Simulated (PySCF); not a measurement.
AsF2, SMILES F[As]F, multiplicity 2. Geometry: B3LYP-D3(BJ)/def2-TZVP. The isomer is the one that the SMILES or the coordinates give; other isomers of the formula were not compared.

### Question
Give the equilibrium geometry at B3LYP-D3(BJ)/def2-TZVP (PySCF confirms it by a frequency run) as bond lengths and angles, and its point group. (Estimate from the structure and the level; the computed values follow.)

### Answer
point group C2v.
Atoms: F1 As2 F3. Bonds (Å): F1–As2 1.744, As2–F3 1.744. Bond angles (°): F1–As2–F3 96.8.
Charge 0, spin multiplicity 2.
